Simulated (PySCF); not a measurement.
1-methylcyclopentene (C6H10), SMILES C1CCCC=1C. Atoms are numbered in the order given.

```xyz
16

C      2.2289     0.2947    -0.0411
C      0.7437     0.1555    -0.0446
C     -0.1693     1.0901    -0.3668
C     -1.5761     0.5541    -0.3200
C     -1.4117    -0.7706     0.4567
C      0.0674    -1.1615     0.2714
H      2.5469     1.3084    -0.3264
H      2.6477     0.0683     0.9555
H      2.6947    -0.4220    -0.7411
H      0.0759     2.1097    -0.6824
H     -1.9596     0.3837    -1.3465
H     -2.2936     1.2423     0.1602
H     -2.1148    -1.5547     0.1348
H     -1.6011    -0.5832     1.5270
H      0.4964    -1.6614     1.1583
H      0.2102    -1.8657    -0.5735
```
Charge 0, spin multiplicity 1.

Geometry optimised at r2SCAN-D4/def2-SVP. The values are those of a single conformer.

Calculation: TDDFT-LC-ωPBE/def2-SVPD (PySCF).

Vertical excitations. Gas-phase values at a fixed geometry.

Computed excitation energies, oscillator strengths and character:
```csv
state,energy (eV),λ (nm),f,main pairs
S1,6.97,178,0.335,"HOMO→LUMO+1 81 %, HOMO→LUMO+2 15 %"
S2,7.08,175,0.001,HOMO→LUMO 84 %
S3,8.03,154,0.002,"HOMO→LUMO+2 73 %, HOMO→LUMO+1 14 %"
S4,8.14,152,0.009,"HOMO→LUMO+3 69 %, HOMO→LUMO+6 11 %"
S5,8.64,144,0.014,"HOMO−1→LUMO+1 23 %, HOMO→LUMO+4 20 %, HOMO−2→LUMO+1 8 %, HOMO−4→LUMO+1 8 %"
S6,8.67,143,0.037,"HOMO→LUMO+4 43 %, HOMO−1→LUMO+1 17 %"
S7,8.83,140,0.028,"HOMO→LUMO+6 48 %, HOMO→LUMO+3 10 %, HOMO→LUMO+5 10 %"
S8,8.96,138,0.003,"HOMO−4→LUMO+1 32 %, HOMO−5→LUMO+1 17 %, HOMO−3→LUMO+1 15 %, HOMO−1→LUMO+1 9 %"
S9,9.14,136,0.045,"HOMO→LUMO+5 47 %, HOMO→LUMO+7 36 %"
S10,9.21,135,0.016,"HOMO→LUMO+7 35 %, HOMO→LUMO+6 19 %, HOMO→LUMO+4 15 %, HOMO→LUMO+5 15 %"
T1,4.02,308,0,"HOMO→LUMO+1 73 %, HOMO→LUMO+2 15 %"
T2,6.93,179,0,HOMO→LUMO 82 %
T3,7.89,157,0,"HOMO→LUMO+2 69 %, HOMO→LUMO+1 14 %"
T4,8.00,155,0,"HOMO→LUMO+3 59 %, HOMO→LUMO+6 10 %, HOMO→LUMO+5 9 %"
```
Triplets are in the Tamm–Dancoff approximation, which puts them higher than full response would, so one can lie above its singlet here.
